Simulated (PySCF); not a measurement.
**Correlation energy of Nb²⁹⁺ (niobium, charge +29)**

[Ne] 3s2, closed-shell 1S. Computed with PySCF 2.14 in an even-tempered Gaussian basis (18 s from 4.1 bohr⁻², ratio 2.5; 11 p from 5.4 bohr⁻², ratio 2.5; 5 d from 20 bohr⁻², ratio 2.7; 4 f from 30 bohr⁻², ratio 2.7), with scalar relativity by spin-free X2C-1e. Frozen: 1s2; 10 electrons correlated; the 19 highest virtual orbitals of each spin left out.

| level | correlation energy (mhartree) |
| --- | --- |
| CCSD | -466.49 |
| (T) | -1.38 |
| CCSD(T) | -467.87 |

Diagnostics: T1 = 0.00040, D1 = 0.0013, largest double amplitude 0.072.

Cost of the coupled-cluster step: roughly 5 core-seconds, for 10 correlated electrons.

At this charge the one-electron X2C treatment keeps the bare 1/r₁₂, with no two-electron picture change or Breit term. The effect here is smaller than on the frozen 1s shell; and a scalar Hamiltonian misses the large spin-orbit splitting of the p shells, which matters for ns² → np² pairs.
